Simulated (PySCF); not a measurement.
Harmonic spectrum computed at PBE0 in the def2-SVP basis family (core potentials from Rb on, PySCF, no spin–orbit coupling):

```tsv
ω (cm⁻¹)	IR (km/mol, summed over degenerate members)	degeneracy
35	19.6	2
145	0.0	1
344	158	1
```

Q: Which molecule gave it? In each, all ligands are bound to the one heavy central atom.
A. ClI₂ (doublet)
B. RuI₂ (quintet)
C. TiI₂ (triplet)
D. OI₂ (singlet)

A: C. It has D∞h symmetry with Ti–I 2.602 Å (×2).
